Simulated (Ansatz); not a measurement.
`O[SiH2][Al]([OH])[OH]` + `O[SiH](Cl)Cl` → `O[SiH2]O[SiH](Cl)Cl` + `[OH][AlH][OH]`  (cleavage of the Si–Al bond)

Calculated with Ansatz (gas phase, PBE0-D4/def2-TZVP geometries, no zero-point term in ΔE). CBS: MP2 limit from def2 TZ/QZ plus the TZ coupled-cluster correction, frozen cores. This one scheme is used for every species. DFT in def2-TZVPP. B3LYP here is the variant with VWN-RPA as its local correlation; programs differ in this. One conformer a species, not always the lowest.

| level | ΔE (kJ/mol) | difference from CCSD(T)/CBS |
| --- | --- | --- |
| PBE-D4 | -107.1 | 29.2 |
| r2SCAN-D4 | -129.8 | 6.5 |
| PBE0-D4 | -117.3 | 19.0 |
| B3LYP-D4 | -135.2 | 1.1 |
| ωB97X-V | -132.3 | 4.0 |
| ωB97M-V | -139.1 | -2.8 |
| B2PLYP | -136.7 | -0.4 |
| PBE | -103.2 | 33.1 |
| r2SCAN | -128.5 | 7.8 |
| PBE0 | -113.6 | 22.7 |
| B3LYP | -129.0 | 7.3 |
| HF/def2-TZVPP | -157.2 | -20.9 |
| MP2/def2-TZVPP | -144.4 | -8.1 |
| SCS-MP2/def2-TZVPP | -146.4 | -10.1 |
| CCSD/def2-TZVPP | -138.9 | -2.6 |
| CCSD(T)/def2-TZVPP | -136.3 | 0.0 |
| HF/def2-QZVPP | -160.2 | -23.9 |
| MP2/def2-QZVPP | -145.5 | -9.2 |
| SCS-MP2/def2-QZVPP | -147.2 | -10.9 |
| HF/CBS(def2) | -160.6 | -24.3 |
| MP2/CBS(def2) | -144.5 | -8.2 |
| CCSD/CBS(def2) | -138.9 | -2.6 |
| CCSD(T)/CBS | -136.3 | 0 |

Largest T1 diagnostic among the species: 0.013.

In def2-TZVPP, CCSD(T) changes the Hartree–Fock value by +20.9 kJ/mol (the triples alone add +2.6 kJ/mol) and MP2 by +12.7 kJ/mol. The D4 term adds −6.2 kJ/mol with B3LYP and −3.6 kJ/mol with PBE0; it sums over pairs of atoms, weighted by their polarisabilities, and B3LYP, whose exchange is more repulsive, gets the larger term.
